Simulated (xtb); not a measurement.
C4H9OSn, charge +2, quartet, at a GFN2-xTB geometry of the parent state (such geometries of metal compounds can be far from the true shape) (a state made from the parent by changing its charge; the spin is typed, not shown lowest); GFN1-xTB in xtb.

Here is a job for xtb.
```
$ xtb mol.xyz --gfn 1 --chrg 2 --uhf 3 --json

# file mol.xyz
15

Sn     0.57860348     0.99037821     0.99602755
O     -0.13951525    -0.23880407    -0.24016626
C     -0.69301889    -1.18621963    -1.19298609
C      0.35754660    -2.26620988    -1.41139384
C     -1.96370062    -1.75208190    -0.57416742
C     -0.98384300    -0.41492838    -2.47294697
H      0.00267037    -3.01018296    -2.11844506
H      0.57924891    -2.75285016    -0.46071701
H      1.26974182    -1.81057548    -1.79876224
H     -1.71926578    -2.24375716     0.36831025
H     -2.42869660    -2.47166480    -1.24150070
H     -2.66452557    -0.93918319    -0.37975242
H     -0.05851124     0.02257598    -2.84991934
H     -1.69426393     0.38487527    -2.25993678
H     -1.40235463    -1.07107684    -3.23035818
```

Task: Write the output that xtb gives for this input, abridged.

Result: 
```
   ID    Z sym.   atoms
    1   50 Sn     1
    2    8 O      2
    3    6 C      3-6
    4    1 H      7-15

           -------------------------------------------------
          |                Calculation Setup                |
           -------------------------------------------------

           -------------------------------------------------
          |                 G F N 1 - x T B                 |
           -------------------------------------------------

          ...................................................
          :                      SETUP                      :
          :.................................................:
          :  # basis functions                  48          :
          :  # atomic orbitals                  47          :
          :  # shells                           31          :
          :  # electrons                        33          :
          :  # halogen bonds                     0          :
          :  max. iterations                   250          :
          :  Hamiltonian                  GFN1-xTB          :
          :  restarted?                      false          :
          :  GBSA solvation                  false          :
          :  PC potential                    false          :
          :  electronic temp.          300.0000000     K    :
          :  accuracy                    1.0000000          :
          :  -> integral cutoff          0.2500000E+02      :
          :  -> integral neglect         0.1000000E-07      :
          :  -> SCF convergence          0.1000000E-05 Eh   :
          :  -> wf. convergence          0.2000000E-04 e    :
          :  Broyden damping             0.4000000          :
          :  net charge                          2          :
          :  unpaired electrons                  3          :
          ...................................................

 iter      E             dE          RMSdq      gap      omega  full diag
   1    -19.1754147 -0.191754E+02  0.673E+00    0.00       0.0  T
   2    -19.3154152 -0.140001E+00  0.453E+00    0.00       1.0  T
   3    -19.2916861  0.237291E-01  0.265E+00    0.00       1.0  T
   4    -19.3276697 -0.359837E-01  0.117E+00    0.00       1.0  T
   5    -19.3530425 -0.253728E-01  0.530E-01    0.00       1.0  T
   6    -19.3594408 -0.639834E-02  0.113E-01    0.00       1.0  T
   7    -19.3598030 -0.362143E-03  0.112E-02    0.00       2.3  T
[...]
         :: total energy             -19.165543469594 Eh    ::
[...]
     7H     0.13271  0.18620   0.867  0.000  0.000
     8H     0.17068  0.22569   0.829  0.000  0.000
     9H     0.17068  0.22569   0.829  0.000  0.000
    10H     0.17068  0.22569   0.829  0.000  0.000
    11H     0.13271  0.18620   0.867  0.000  0.000
    12H     0.17068  0.22569   0.829  0.000  0.000
    13H     0.17068  0.22569   0.829  0.000  0.000
    14H     0.17068  0.22569   0.829  0.000  0.000
    15H     0.13271  0.18620   0.867  0.000  0.000

Wiberg/Mayer (AO) data.
largest (>0.10) Wiberg bond orders for each atom

 ---------------------------------------------------------------------------
     #   Z sym  total        # sym  WBO       # sym  WBO       # sym  WBO
 ---------------------------------------------------------------------------
     1  50 Sn   0.667 --     2 O    0.606
     2   8 O    2.274 --     3 C    1.189     1 Sn   0.606     5 C    0.103
                             4 C    0.103     6 C    0.103
     3   6 C    3.818 --     2 O    1.189     6 C    0.829     5 C    0.829
                             4 C    0.829
     4   6 C    3.848 --     7 H    0.961     9 H    0.892     8 H    0.892
                             3 C    0.829     2 O    0.103
     5   6 C    3.848 --    11 H    0.961    12 H    0.892    10 H    0.892
                             3 C    0.829     2 O    0.103
     6   6 C    3.848 --    15 H    0.961    13 H    0.892    14 H    0.892
                             3 C    0.829     2 O    0.103
     7   1 H    0.980 --     4 C    0.961
     8   1 H    0.969 --     4 C    0.892
     9   1 H    0.969 --     4 C    0.892
    10   1 H    0.969 --     5 C    0.892
    11   1 H    0.980 --     5 C    0.961
    12   1 H    0.969 --     5 C    0.892
    13   1 H    0.969 --     6 C    0.892
    14   1 H    0.969 --     6 C    0.892
    15   1 H    0.980 --     6 C    0.961
 ---------------------------------------------------------------------------

Topologies differ in total number of bonds
Writing topology from bond orders to xtbtopo.mol

 dipole moment from electron density (au)
     X       Y       Z
  -2.0227  -3.4622  -3.4820  total (Debye):   13.498

           -------------------------------------------------
          | TOTAL ENERGY              -19.165543469594 Eh   |
          | GRADIENT NORM               0.244704411635 Eh/α |
          | HOMO-LUMO GAP               0.000000000267 eV   |
           -------------------------------------------------

normal termination of xtb
```
